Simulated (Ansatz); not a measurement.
Born–Oppenheimer molecular dynamics of CH3Cl3Si (8 atoms, charge 0, multiplicity 1). It goes on from the last frame of an earlier run, with new velocities.

Method: RKS B3LYP-D4/STO-3G in Ansatz 0.2.0.

```yaml
ensemble: NVT, Langevin thermostat
time_step: 0.25 fs
steps_asked: 250
set_temperature: 400 K
friction: 0.001 /fs
seed: 156796
```

First frame:

```xyz
8
Properties=species:S:1:pos:R:3
Si -0.007 0.028 -0.035
C -0.013 0.032 1.853
H -1.073 -0.006 2.216
H 0.452 -0.927 2.161
H 0.615 0.843 2.296
Cl 1.960 0.111 -0.724
Cl -1.064 1.685 -0.701
Cl -0.884 -1.827 -0.722
```

Task: How far do the bonds stretch over the last three quarters of this one trajectory? (Pairs bonded in most of those frames.)

Result: 
```tsv
bond	mean (Å)	spread (Å)	shortest	longest
Si1–C2	1.877	0.053	1.79	1.95
Si1–Cl6	2.106	0.044	2.01	2.16
Si1–Cl7	2.109	0.069	2.03	2.21
Si1–Cl8	2.103	0.039	2.04	2.19
C2–H3	1.100	0.017	1.07	1.13
C2–H4	1.100	0.016	1.07	1.13
C2–H5	1.103	0.036	1.05	1.16
```

Mean temperature of the second half: 280 K. The mean temperature of the second half is 30 % below the set value. A run of 0.062 ps of so small a system gives no equilibrium averages. Limits of this set-up: minimal basis.

Time of the run: 8.6 min on 1 thread of Arm Neoverse V2, on a shared host, peak memory 0.12 GiB.
